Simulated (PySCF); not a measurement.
Input and output of an EPR job on `C[C@@H]1CC[C]1CF` [radical].

Method: UKS B3LYP, pcH-1 on C F H, non-relativistic, mean-field spin-orbit, GIAO (PySCF).

Input of the driver that calls PySCF (job settings, then Cartesian coordinates in Å):

```
{"job": {"kind": "epr", "basis": "pcH-1"}, "charge": 0, "multiplicity": 2}
C     -0.8856    -1.5861    -0.4118
C     -0.8186    -0.2345     0.3005
C     -1.1876     0.9974    -0.5593
C      0.2547     1.5213    -0.4150
C      0.5454     0.3500     0.4534
C      1.7957    -0.1895     0.9891
F      2.4906    -0.9723     0.0403
H     -0.4673    -2.3673     0.2183
H     -0.3155    -1.5500    -1.3367
H     -1.9191    -1.8364    -0.6428
H     -1.3848    -0.3080     1.2376
H     -1.4771     0.7523    -1.5777
H     -1.9432     1.6420    -0.1171
H      0.8267     1.5536    -1.3475
H      0.3557     2.5000     0.0624
H      2.5008     0.6040     1.2619
H      1.6223    -0.8646     1.8342
```

The self-consistent field part of the output:

```
UKS, coarse grid
  cycle   1  E = -334.36233474  |g| = 4.38e-01
  cycle   2  E = -334.29794663  |g| = 6.46e-01
  cycle   3  E = -334.43926536  |g| = 6.23e-02
  cycle   4  E = -334.44037245  |g| = 3.60e-02
  cycle   5  E = -334.44093982  |g| = 6.81e-03
  cycle   6  E = -334.44096242  |g| = 2.97e-03
  cycle   7  E = -334.44096724  |g| = 1.06e-03
  cycle   8  E = -334.44096829  |g| = 3.42e-04
UKS, final grid
  cycle   1  E = -334.44089548  |g| = 3.79e-04
  cycle   2  E = -334.44089544  |g| = 4.94e-04
  cycle   3  E = -334.44089555  |g| = 5.99e-05
  cycle   4  E = -334.44089555  |g| = 2.05e-05
E = -334.44089555 Eh   <S^2> = 0.7541 (exact 0.7500)
```

Question: What follows in the output?

Answer: 
```
g shifts (ppm)      1          2          3
  rmc          -164       -164       -164
  gc             16         57         35
  oz_so        -127         51        618
  total        -275        -56        488
hyperfine (MHz)  atom isotope    a_iso     a_fc   dipolar eigenvalues
    0   13C      57.53      57.53     -4.38     -4.16      8.54
    1   13C     -30.54     -30.54     -2.65      0.36      2.29
    2   13C       4.40       4.40     -1.38     -1.14      2.51
    3   13C     -32.26     -32.26     -2.71      0.61      2.10
    4   13C      97.57      97.57    -77.48    -75.67    153.15
    5   13C      -7.65      -7.65     -2.08     -0.04      2.12
    6   19F     339.80     339.80   -121.13   -115.47    236.61
    7    1H      -3.43      -3.43     -3.64     -2.13      5.77
    8    1H      -3.44      -3.44     -4.82     -1.73      6.55
    9    1H       7.87       7.87     -2.83     -1.61      4.44
   10    1H      98.89      98.89     -4.75     -3.89      8.64
   11    1H      -4.12      -4.12     -2.44     -2.12      4.57
   12    1H      -3.46      -3.46     -2.55     -2.30      4.86
   13    1H     114.17     114.17     -4.56     -3.13      7.69
   14    1H     107.50     107.50     -4.52     -3.98      8.50
   15    1H      16.67      16.67     -6.54     -3.14      9.68
   16    1H      12.67      12.67     -6.46     -3.28      9.74
```

Atoms in this output count from 0. The g shifts stand along the tensor's principal axes 1 to 3: rmc is the relativistic mass correction, gc the gauge correction, oz_so the orbital-Zeeman/spin–orbit term. a_fc is the Fermi-contact part of a_iso, which also holds a spin–orbit part where one was computed. The run used 275 basis functions and 12 SCF iterations in all.

Hardware: one thread of an Arm Neoverse V1, on a shared host. Cost: 60 s (grids of density and orbitals included), 1.1 GiB resident at most.

Question: Where does the spin sit (Mulliken spin populations, atoms from 0)?

Answer: 4 C +0.94, 3 C -0.09, 1 C -0.08, 13 H +0.05, 6 F +0.05, 14 H +0.04, 10 H +0.04, 0 C +0.03. Over all atoms they add up to 1.

Isolated species at its GFN2-xTB geometry (one conformer only).
Labels such as C1 count atoms from 1, the log's own numbers from 0.
